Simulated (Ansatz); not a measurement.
Relaxation of ClGeH$_{3}$O$_{2}$ (7 atoms, charge 0, multiplicity 1), to a largest force component of 0.02 eV/Å in at most 40 steps.

All numbers below come from RKS PBE/def2-SVP in Ansatz.

```xyz
7
Properties=species:S:1:pos:R:3
Ge 0.000 0.000 0.000
O 0.000 0.000 1.770
H -0.909 -0.281 2.107
O 1.669 0.000 -0.589
H 1.986 -0.952 -0.706
H -0.730 1.265 -0.516
Cl -1.046 -1.812 -0.739
```

Task: Where does it end, and by what steps?

Result: The forces met the threshold. After 14 steps the energy has fallen by 0.118 eV; H5 moved furthest, 0.49 Å.

```json
{"step": "0", "energy less start (eV)": "0.0000", "largest force component (eV/Å)": "1.390", "accepted": "yes"}
{"step": "1", "energy less start (eV)": "-0.0702", "largest force component (eV/Å)": "0.698", "accepted": "yes"}
{"step": "2", "energy less start (eV)": "-0.0875", "largest force component (eV/Å)": "0.298", "accepted": "yes"}
{"step": "3", "energy less start (eV)": "-0.0954", "largest force component (eV/Å)": "0.079", "accepted": "yes"}
{"step": "4", "energy less start (eV)": "-0.1023", "largest force component (eV/Å)": "0.274", "accepted": "yes"}
{"step": "5", "energy less start (eV)": "-0.0957", "largest force component (eV/Å)": "0.837", "accepted": "no"}
{"step": "6", "energy less start (eV)": "-0.1095", "largest force component (eV/Å)": "0.048", "accepted": "yes"}
{"step": "7", "energy less start (eV)": "-0.1087", "largest force component (eV/Å)": "0.473", "accepted": "no"}
{"step": "8", "energy less start (eV)": "-0.1128", "largest force component (eV/Å)": "0.037", "accepted": "yes"}
{"step": "9", "energy less start (eV)": "-0.1150", "largest force component (eV/Å)": "0.122", "accepted": "yes"}
{"step": "10", "energy less start (eV)": "-0.1145", "largest force component (eV/Å)": "0.216", "accepted": "no"}
{"step": "11", "energy less start (eV)": "-0.1165", "largest force component (eV/Å)": "0.065", "accepted": "yes"}
{"step": "12", "energy less start (eV)": "-0.1175", "largest force component (eV/Å)": "0.024", "accepted": "yes"}
{"step": "13", "energy less start (eV)": "-0.1178", "largest force component (eV/Å)": "0.083", "accepted": "yes"}
{"step": "14", "energy less start (eV)": "-0.1180", "largest force component (eV/Å)": "0.004", "accepted": "yes"}
```

```xyz
7
Properties=species:S:1:pos:R:3
Ge -0.080 0.042 -0.092
O -0.011 0.043 1.694
H -0.628 -0.626 2.048
O 1.574 -0.085 -0.730
H 2.078 -0.776 -0.258
H -0.674 1.320 -0.704
Cl -1.290 -1.698 -0.632
```

Whether the end is a true minimum wasn't checked by a vibrational analysis.

Time of the run: 40 s on 1 thread of Arm Neoverse V2, with other jobs on the host, peak memory 0.13 GiB.
